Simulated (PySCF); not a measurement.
Isomers of C6H4N2, one conformer each; single-point electronic energies without zero-point terms and without any empirical dispersion term.

Computed with PySCF at wB97X-D/pcSseg-2, non-relativistic, each on one gas-phase PBE0-D3(BJ)/def2-TZVP geometry that isn't relaxed in the solvent. The solvent is an IEF-PCM continuum (cavity from Bondi-type radii × 1.2). The model holds no explicit solvent molecules, cavitation or dispersion.

```csv
isomer,"relative energy, gas (kJ/mol)",dipole (D)
`c1ccncc1C#N`,0.0,4.02
`N#CC1=CC=NC=C1`,3.6,2.06
`N#Cc1ccccn1`,4.6,5.91
```

**Question.** How do the relative energies look in chloroform (ε = 4.711)?

**Answer.** 
```json
{"isomer": "`c1ccncc1C#N`", "relative energy, solvent (kJ/mol)": "0.0", "E(solvent) − E(gas) (kJ/mol)": "-24.2", "dipole in solvent (D)": "4.95"}
{"isomer": "`N#CC1=CC=NC=C1`", "relative energy, solvent (kJ/mol)": "5.0", "E(solvent) − E(gas) (kJ/mol)": "-22.9", "dipole in solvent (D)": "2.40"}
{"isomer": "`N#Cc1ccccn1`", "relative energy, solvent (kJ/mol)": "3.8", "E(solvent) − E(gas) (kJ/mol)": "-25.0", "dipole in solvent (D)": "7.36"}
```

The lowest stays, but the order above it changes. `N#Cc1ccccn1` gains most from the continuum, and it has the largest gas-phase dipole. The gains span 2.1 kJ/mol, the gas-phase energies 4.6 kJ/mol.
